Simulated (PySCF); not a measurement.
norbornene (C7H10), singlet, at a GFN2-xTB geometry; PySCF with MP2/pcseg-1.

Here is a job for PySCF.
```python
from pyscf import gto, scf, mp

mol = gto.M(
    atom='''
C     1.32272087    0.39661170   -0.60874745
C     0.65583113    1.35910106    0.01395122
C    -0.43951356    0.70426990    0.81546597
C    -1.46376090    0.19257323   -0.22539064
C    -0.68939898   -0.92502547   -0.94843992
C     0.68183838   -0.91412254   -0.23158024
C     0.24857962   -0.60772382    1.20556367
H     2.12640607    0.49233259   -1.31606908
H     0.78895133    2.42261564   -0.06724000
H    -0.87275457    1.30119303    1.61455339
H    -1.77485822    0.98803604   -0.90137047
H    -2.34972375   -0.19703434    0.27552267
H    -0.58178691   -0.73386547   -2.01538361
H    -1.17515213   -1.89223615   -0.82121665
H     1.28069447   -1.80677471   -0.39619861
H     1.09152160   -0.45950682    1.87923150
H    -0.43107726   -1.34886421    1.62323525
''',
    basis='pcseg-1',
    verbose=5,
)

mf = scf.RHF(mol)
mf.kernel()

pt = mp.MP2(mf, frozen=7)
pt.kernel()
print('E(MP2) = %.10f' % pt.e_tot)
mf.analyze()
```

Question: Predict the main parts of the log of this PySCF run.

Answer: 
```
PySCF version 2.14.0

[INPUT] verbose = 5
[INPUT] max_memory = 4000
[INPUT] num. atoms = 17
[INPUT] num. electrons = 52
[INPUT] charge = 0
[INPUT] spin (= nelec alpha-beta = 2S) = 0
[INPUT] symmetry False subgroup None
[INPUT] Mole.unit = angstrom
[INPUT] Symbol           X                Y                Z      unit          X                Y                Z       unit  Magmom
[...]
[INPUT] ---------------- BASIS SET ----------------
[INPUT] l, kappa, [nprim/nctr], expnt,             c_1 c_2 ...
[INPUT] C
[...]
                                187.145           0.0449576    0    0
                                42.5126           0.197901    0    0
                                11.7393            0.5    0    0
                                3.50548           0.480364    0    0
                                5.39089              0 -0.070398    0
                                0.493341             0  0.5    0
                                0.149741             0    0    1
[...]
                                1.93658           0.224999    0
                                0.526296           0.5    0
                                0.136319             0    1
[...]
[INPUT] H
[...]
                                1.86871           0.15915    0
                                0.418208           0.5    0
                                0.1061               0    1
[...]
nuclear repulsion = 310.599662018901
number of shells = 41
number of NR pGTOs = 245
number of NR cGTOs = 148
basis = pcseg-1
ecp = {}

******** <class 'pyscf.scf.hf.RHF'> ********
method = RHF
initial guess = minao
damping factor = 0
level_shift factor = 0
DIIS = <class 'pyscf.scf.diis.CDIIS'>
diis_start_cycle = 1
diis_space = 8
diis_damp = 0
SCF conv_tol = 1e-09
SCF conv_tol_grad = None
SCF max_cycles = 50
direct_scf = True
direct_scf_tol = 1e-13
Set gradient conv threshold to 3.16228e-05
Initial guess from minao.
E1 = -977.5668319556265  E2 = 394.0560166852032  Ecoul = 435.094917505523  Exc = -41.03890082031978
init E= -272.911153251522
cond(S) = 7092.6089999141
[...]
  mo_energy =
[-11.30634825 -11.30195789 -11.29951167 -11.29949262 -11.29697424
 -11.29540705 -11.29499893  -1.81938552  -1.34425883  -1.26641711
  -1.21140619  -0.90221659  -0.83691877  -0.73167373  -0.69447817
  -0.6217114   -0.55683212  -0.45638554  -0.44212017  -0.3815556
  -0.38070352  -0.37024512  -0.35912782  -0.34318926  -0.30299489
  -0.2339868    0.05415179   0.10371999   0.15078461   0.15510446
   0.16474261   0.17513347   0.18515924   0.18762243   0.19698662
   0.20597107   0.24486755   0.25454565   0.26047031   0.2708322
   0.2998989    0.33115497   0.37640978   0.38929579   0.43269065
   0.51998431   0.54701799   0.55020866   0.58144487   0.59704227
   0.62453436   0.6453495    0.65661191   0.70767078   0.71200489
   0.73160202   0.7317357    0.74127914   0.75490369   0.75502614
   0.76625878   0.77439007   0.80554793   0.81721058   0.8257873
   0.83057702   0.83568409   0.85789419   0.86155139   0.88972398
   0.90338259   0.91714541   1.00726544   1.02836073   1.07306973
   1.09588834   1.21532482   1.33479037   1.38501292   1.40139427
   1.44686622   1.53831034   1.5468188    1.63439571   1.65455431
   1.70915922   1.77209561   1.77667727   1.79484109   1.89846489
   1.90953565   1.92109278   1.95821799   1.98062361   1.9918031
   2.039659     2.06444553   2.09504488   2.12090944   2.14252216
   2.15115494   2.1761909    2.19772471   2.2070799    2.21232211
   2.24693766   2.29190717   2.32657063   2.32965148   2.37368077
   2.38520674   2.39859157   2.40554963   2.44097679   2.49057537
   2.49487333   2.53310129   2.55476331   2.57440687   2.57858911
   2.61939087   2.63955344   2.6850277    2.70455753   2.77290197
   2.83571763   2.83803536   2.86390607   2.87981359   2.89981391
   2.9723386    3.00440261   3.03432171   3.0913625    3.09925206
   3.12744684   3.17839045   3.34203366   3.39420087   3.40946345
   3.44290583   3.49357613   3.5179628    3.53119984   3.58063973
[...]
converged SCF energy = -270.780584746531
E(RMP2) = -271.745480933715  E_corr = -0.964896187184867
E(SCS-RMP2) = -271.733111021516  E_corr = -0.952526274985198
E(MP2) = -271.7454809337
Total Energy =                        -270.780584746530565
[...]
5 C 2pz         -0.00014  -0.00381   0.00015
5 C 3px         -0.01189  -0.00958  -0.00097
5 C 3py         -0.01371  -0.02264   0.00678
5 C 3pz         -0.00342   0.00825   0.00321
5 C 3dxy         0.03036  -0.02086  -0.14845
5 C 3dyz         0.02513  -0.04874   0.08358
5 C 3dz^2       -0.00954  -0.07183  -0.08493
5 C 3dxz         0.02643   0.05236   0.00882
5 C 3dx2-y2     -0.12770  -0.07237  -0.12969
6 C 1s          -0.00002  -0.00000  -0.00000
6 C 2s           0.00084   0.00000   0.00000
6 C 3s          -0.00931  -0.00000   0.00000
6 C 2px          0.05356   0.00257   0.00098
6 C 2py          0.03198  -0.00372  -0.00141
6 C 2pz          0.00793  -0.00240  -0.00091
6 C 3px          0.02307  -0.00497  -0.00430
6 C 3py          0.00964   0.00717   0.00621
6 C 3pz          0.00980   0.00464   0.00402
6 C 3dxy        -0.19781   0.03685   0.01822
6 C 3dyz         0.21686   0.04286   0.01917
6 C 3dz^2        0.12264   0.06375   0.01990
6 C 3dxz         0.44066  -0.02531   0.00046
6 C 3dx2-y2      0.20167   0.00658  -0.01585
7 H 1s           0.00475  -0.00401   0.03577
7 H 2s          -0.00217   0.01306  -0.06592
7 H 2px         -0.04171   0.05264  -0.29201
7 H 2py          0.02625   0.05279  -0.06824
7 H 2pz          0.04166  -0.04022   0.25716
8 H 1s           0.00475   0.00401  -0.03577
8 H 2s          -0.00217  -0.01306   0.06592
8 H 2px          0.01821  -0.04556   0.07271
8 H 2py         -0.06023  -0.06301   0.38474
8 H 2pz         -0.01430   0.03361  -0.05239
9 H 1s          -0.00237   0.00536   0.01391
9 H 2s           0.00257  -0.00682  -0.02861
9 H 2px          0.03960   0.01771   0.03140
9 H 2py          0.04828  -0.06799  -0.11996
9 H 2pz          0.01677  -0.00930  -0.10765
10 H 1s         -0.01392   0.03564   0.00277
10 H 2s          0.01629  -0.03689  -0.00788
10 H 2px        -0.04195   0.10197   0.01095
10 H 2py         0.13157  -0.23002  -0.01025
10 H 2pz        -0.08539   0.23356   0.00789
11 H 1s          0.01173  -0.03447  -0.00447
11 H 2s         -0.01697   0.03432   0.00151
11 H 2px         0.11689  -0.26274  -0.01427
11 H 2py         0.02540  -0.13968  -0.01920
11 H 2pz        -0.04199   0.13362   0.02025
12 H 1s         -0.01392  -0.03564  -0.00277
12 H 2s          0.01629   0.03689   0.00788
12 H 2px         0.03497   0.00720  -0.00166
12 H 2py         0.02055   0.07247  -0.00316
12 H 2pz        -0.15722  -0.33549  -0.01656
13 H 1s          0.01173   0.03447   0.00447
13 H 2s         -0.01697  -0.03432  -0.00151
13 H 2px         0.05649   0.16872   0.01150
13 H 2py         0.11257   0.27538   0.02319
13 H 2pz         0.01441  -0.04584  -0.01767
14 H 1s         -0.00237  -0.00536  -0.01391
14 H 2s          0.00257   0.00682   0.02861
14 H 2px         0.06273   0.04526   0.12286
14 H 2py         0.01489  -0.02290  -0.10269
14 H 2pz        -0.00483  -0.04950  -0.03639
15 H 1s         -0.04515  -0.00000  -0.00000
15 H 2s          0.04542   0.00000   0.00000
15 H 2px         0.35894   0.01343   0.00080
15 H 2py         0.06034  -0.01938  -0.00115
15 H 2pz         0.29114  -0.01254  -0.00075
16 H 1s          0.04582   0.00000  -0.00000
16 H 2s         -0.04876  -0.00000   0.00000
16 H 2px         0.27481   0.01151  -0.00772
16 H 2py         0.31832  -0.01661   0.01114
16 H 2pz        -0.19770  -0.01074   0.00721
 ** Mulliken pop on meta-lowdin orthogonal AOs  **
 ** Mulliken pop  **
 ** Mulliken atomic charges  **
charge of    0C =     -0.12060
charge of    1C =     -0.12060
charge of    2C =     -0.04331
charge of    3C =     -0.14301
charge of    4C =     -0.14301
charge of    5C =     -0.04331
charge of    6C =     -0.13103
charge of    7H =      0.09280
charge of    8H =      0.09280
charge of    9H =      0.06945
charge of   10H =      0.07262
charge of   11H =      0.06932
charge of   12H =      0.07262
charge of   13H =      0.06932
charge of   14H =      0.06945
charge of   15H =      0.07442
charge of   16H =      0.06207
Dipole moment(X, Y, Z, Debye): -0.24844, -0.15686, -0.02361
```
